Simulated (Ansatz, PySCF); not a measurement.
System: CaS (charge 0, singlet). SMILES: [S]=[Ca]
Geometry: optimised at B3LYP-D3(BJ)/def2-TZVP (Ansatz, an electronic-structure program).

Quantity: vertical ionisation energy (to the doublet state of charge +1; each state is the SCF solution reached for its spin), in eV. Correlated levels leave the core frozen unless marked. UHF or UKS for open shells. No spin-orbit coupling. Frozen are the shells of the preceding noble gas and the d and f shells that filled before the atom's block. The outer core of K, Ca and their heavier congeners is not correlated, a term that matters for these elements. No relativistic terms. CBS(X,Y): correlation extrapolated as X^-3; Hartree-Fock from the larger set.

```
level                                 program  vertical ionisation energy (eV)
------------------------------------  -------  -------------------------------
SVWN5/def2-TZVPD                       Ansatz                             7.37
PBE/def2-TZVPD                         Ansatz                             7.08
r2SCAN/def2-TZVPD                      Ansatz                             6.87
B3LYP/def2-TZVPD                       Ansatz                             6.97
PBE0/def2-TZVPD                        Ansatz                             6.82
BHLYP/def2-TZVPD                       Ansatz                             6.54
CAM-B3LYP/def2-TZVPD                   Ansatz                             6.78
wB97M-V/def2-TZVPD                     Ansatz                             6.75
wB97X-V/def2-TZVPD                     Ansatz                             6.64
CCSD/def2-SVPD                         Ansatz                             6.34
CCSD/def2-TZVPPD                       Ansatz                             6.37
CCSD/def2-QZVPPD                       Ansatz                             6.44
CCSD/CBS(def2-TZVPPD,def2-QZVPPD)      Ansatz                             6.49
CCSD(T)/def2-SVPD                      Ansatz                             6.50
CCSD(T)/def2-TZVPPD                    Ansatz                             6.54
CCSD(T)/def2-QZVPPD                    Ansatz                             6.62
CCSD(T)/CBS(def2-TZVPPD,def2-QZVPPD)   Ansatz                             6.69
```

For comparison, minus the highest occupied orbital energy (PySCF): 4.09 eV at TPSS/def2-TZVPD, 5.05 eV at PW6B95/def2-TZVPD, 4.44 eV at TPSSh/def2-TZVPD.
